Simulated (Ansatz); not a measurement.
Cost and result for the atomization energy of C2H7FOSi (`COC[SiH2]F`) (12 atoms, 11 bonds).

```xyz
12

C    -0.660    0.670   -1.520
O    -1.197    0.349   -0.266
C    -0.497   -0.692    0.386
Si    1.044   -0.131    1.312
F     0.606    0.787    2.548
H     0.383    1.007   -1.452
H    -0.701   -0.191   -2.202
H    -1.262    1.479   -1.932
H    -0.245   -1.504   -0.317
H    -1.185   -1.127    1.120
H     1.961    0.677    0.470
H     1.752   -1.321    1.853
```

Charge 0, multiplicity 1. The structure was optimised at the PBE0-D4/def2-TZVP level. It is one conformer, not always the lowest. Program: Ansatz. All runs use 4 threads of an Intel Xeon Platinum 8559C on a shared host. Times are those of one run each, without the atoms' runs, and a repeat can differ threefold. Electronic energies, without spin–orbit coupling; frozen cores. CCSD(T)/CBS adds CCSD(T) − MP2 in def2-TZVPP to the MP2 limit, and its time is that of the two runs behind it. T1 = 0.011. B3LYP takes the VWN-RPA correlation (the form of Gaussian; ORCA's B3LYP/G).

CCSD(T)/CBS is a level of theory with its own doubt, some kJ/mol a heavy atom from the limit and from the frozen cores, so smaller differences don't rank the functionals.

```json
{"level": "PBE-D4/def2-TZVPP (with forces)", "functions": "264", "wall time": "1.7 s"}
{"level": "PBE0-D4/def2-TZVPP", "functions": "264", "wall time": "1.9 s"}
{"level": "r2SCAN-D4/def2-TZVPP (with forces)", "functions": "264", "wall time": "2.8 s"}
{"level": "B3LYP-D4/def2-TZVPP (with forces)", "functions": "264", "wall time": "3.1 s"}
{"level": "B2PLYP/def2-TZVPP", "functions": "264", "wall time": "3.5 s"}
{"level": "ωB97X-V/def2-TZVPP", "functions": "264", "wall time": "4.6 s"}
{"level": "ωB97M-V/def2-TZVPP (with forces)", "functions": "264", "wall time": "6.5 s"}
{"level": "MP2/def2-QZVPP", "functions": "508", "wall time": "19 s"}
{"level": "CCSD(T)/def2-TZVPP", "functions": "264", "wall time": "91 s"}
{"level": "CCSD(T)/CBS(def2)", "functions": "–", "wall time": "110 s"}
```

Task: What atomization energy does each give, and how far from CCSD(T)/CBS? (An estimate is asked.)

Result: The calculation gave: 
```tsv
level	atomization (kJ/mol)	difference from CCSD(T)/CBS	per bond
PBE-D4/def2-TZVPP (with forces)	4496.3	50.4	4.6
PBE0-D4/def2-TZVPP	4420.3	-25.6	-2.3
r2SCAN-D4/def2-TZVPP (with forces)	4440.3	-5.6	-0.5
B3LYP-D4/def2-TZVPP (with forces)	4432.2	-13.7	-1.2
B2PLYP/def2-TZVPP	4390.7	-55.2	-5.0
ωB97X-V/def2-TZVPP	4451.0	5.1	0.5
ωB97M-V/def2-TZVPP (with forces)	4447.2	1.3	0.1
MP2/def2-QZVPP	4464.8	18.9	1.7
CCSD(T)/def2-TZVPP	4332.3	-113.6	-10.3
CCSD(T)/CBS(def2)	4445.9	0.0	0.0
```

In def2-TZVPP, CCSD(T) changes the Hartree–Fock value by +1066.8 kJ/mol (the triples alone add +56.5 kJ/mol) and MP2 by +1131.2 kJ/mol; breaking electron pairs costs correlation energy, which Hartree–Fock lacks. The D4 term adds +33.8 kJ/mol with B3LYP and +17.8 kJ/mol with PBE0; it sums over pairs of atoms, weighted by their polarisabilities, and B3LYP, whose exchange is more repulsive, gets the larger term. From PBE to PBE0 (25 % exact exchange), in def2-TZVPP and without D4, the atomization energy moves by −72.7 kJ/mol: exact exchange takes away binding that semilocal exchange gives to molecules.
